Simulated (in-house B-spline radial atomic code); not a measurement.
Whole-atom quantities along the 55-electron series, configuration 1s2 2s2 2p6 3s2 3p6 3d10 4s2 4p6 4d10 4f5/2(6) 4f7/2(1) 5s2. Breit and QED terms are first order and not part of the total energy; the density at the nucleus is averaged over the nuclear charge. Computed with a radial B-spline atomic code at the basis-set limit: Dirac-Hartree-Fock, jj configuration that fills j = l - 1/2 first, finite nuclei.

```tsv
ion	Z	E/Z² (Eh)	Σ<r²> (bohr²)	n(0)/Z³ (bohr⁻³)	Lamb diamagnetic shielding (ppm)	repulsion over attraction	Breit energy (eV)	self-energy (eV)	vacuum polarisation (eV)
Dy11+	66	-2.784	14.595	2.404	7933.47	0.13793	308.78	247.64	-39.823
Ho12+	67	-2.8021	13.603	2.4953	8105.04	0.1364	325.22	261.89	-42.721
Er13+	68	-2.8201	12.725	2.5818	8277.93	0.13486	342.27	276.79	-45.795
```
